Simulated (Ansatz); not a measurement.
`CN[SiH2]C=O` + `O[SiH3]` → `O=C[SiH2]O[SiH3]` + CH₃NH₂  (ligand exchange at the Si–N bond)

Gas-phase electronic energies from Ansatz, PBE0-D4/def2-TZVP geometries. CCSD(T)/CBS is the MP2 limit (def2-TZVPP, def2-QZVPP) plus CCSD(T) − MP2 in def2-TZVPP, frozen cores. DFT in def2-TZVPP. Each species was taken in one conformer, which may not be the lowest.

| level | ΔE (eV) |
| --- | --- |
| PBE0-D4 | -0.58 |
| ωB97X-V | -0.62 |
| PBE | -0.53 |
| PBE0 | -0.57 |
| CCSD/def2-TZVPP | -0.65 |
| CCSD(T)/def2-TZVPP | -0.63 |
| HF/def2-QZVPP | -0.75 |
| CCSD/CBS(def2) | -0.65 |

Question: What does CCSD(T)/CBS give? (Best estimate.)

Answer: Ansatz gave: -0.63 eV. The listed levels differ from it by 0.05, 0.01, 0.10, 0.06, -0.02, 0.00, -0.12, -0.02 eV.

Largest T1 diagnostic among the species: 0.014.

In def2-TZVPP, CCSD(T) changes the Hartree–Fock value by +0.11 eV (the triples alone add +0.02 eV) and MP2 by +0.12 eV. From PBE to PBE0 (25 % exact exchange), in def2-TZVPP and without D4, ΔE moves by −0.04 eV.
